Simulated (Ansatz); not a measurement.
H2Te, charge +1, doublet, at a GFN2-xTB geometry (a state made from the parent by changing its charge; the spin is typed, not shown lowest) (core potentials on Te).

Here is a job for Ansatz (an electronic-structure program).
Ansatz 0.2 input:
```yaml
crystal:
  periodic: [false, false, false]
  atoms:
    - {symbol: Te, position_ang: [-0.00025533, 0.04223806, 0.00196862]}
    - {symbol: H, position_ang: [-1.17931590, -1.10419009, -0.07625629]}
    - {symbol: H, position_ang: [1.19259301, -1.09218903, -0.02611171]}
basis:
  gaussian:
    orbitals: def2-SVPD
hamiltonian:
  xc: hf
total_charge: 1
magnetization: {spin_polarized: true, initial_magnetization: 1}
```

Q: Give the number of basis functions at the level Ansatz with HF/def2-SVPD.

A: 51

Q: Estimate the total energy that HF/def2-SVPD returns for this input.

A: -267.8458 Eh

Q: What is the computed <S^2> (HF/def2-SVPD)?

A: 0.764
